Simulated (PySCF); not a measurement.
SiOF, SMILES O=[Si]F, multiplicity 2.

Coordinates come from a PBE0-D3(BJ)/def2-TZVP optimisation.

Computed with PBE/def2-TZVPD run with PySCF.

The molecule is in vacuum.

Computed frontier levels, dipole moment and polarisability:
The α spin, highest occupied and lowest empty level comes out as -6.98 and -2.96 eV and the β spin, highest occupied and lowest empty level comes out as -7.95 and -5.49 eV. The dipole moment is 2.47 D and the quadrupole, principal values (traceless, Buckingham form, about the centre of nuclear charge) is -6.89, 2.45, 4.43 D·Å. The mean static polarisability comes out as 32.4 bohr³ (4.80 Å³), the polarisability, principal values is 29.1, 29.6, 38.5 bohr³ and the ⟨S²⟩ is 0.754 (pure state 0.75).
